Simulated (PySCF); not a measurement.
## Ionisation energy of Ba(34+) by level of theory

Ba(34+) [Ar] 3d4 (5D) → Ba(35+) [Ar] 3d3 (4F), as a difference of total energies. Calculation: PySCF 2.14, in an uncontracted even-tempered set (16 s from 5.6 bohr⁻², ratio 2.5; 11 p from 7.3 bohr⁻², ratio 2.5; 8 d from 7.3 bohr⁻², ratio 2.5; 4 f from 27 bohr⁻², ratio 2.7; 3 g from 41 bohr⁻², ratio 2.7); no relativity, point nucleus. Correlated levels: outer shells: [Ne] frozen; virtual orbitals above 40 to 60 times the deepest correlated orbital energy dropped. The calculations carry no spin-orbit coupling.

```json
{"method": "UHF", "ionisation energy (eV)": "2251.4"}
{"method": "LDA", "ionisation energy (eV)": "2251.3"}
{"method": "PBE", "ionisation energy (eV)": "2250.4"}
{"method": "PBE0", "ionisation energy (eV)": "2251.2"}
{"method": "r2SCAN", "ionisation energy (eV)": "2250.4"}
{"method": "PBEsol", "ionisation energy (eV)": "2250.6"}
{"method": "B2PLYP", "ionisation energy (eV)": "2251.3"}
{"method": "MP2 (outer shells)", "ionisation energy (eV)": "2251.8"}
{"method": "SCS-MP2 (outer shells)", "ionisation energy (eV)": "2251.3"}
```

Spin-orbit coupling is strong in these open shells (close to jj coupling). The scalar numbers leave it out and a first-order estimate fails, so it can dominate the gap to the real levels.

All relativistic terms are absent from these numbers, so their closeness to the reference says little about the methods.

For comparison: 2256 ± 5 eV (theoretical estimate listed by NIST; NIST Atomic Spectra Database, ionization energies).
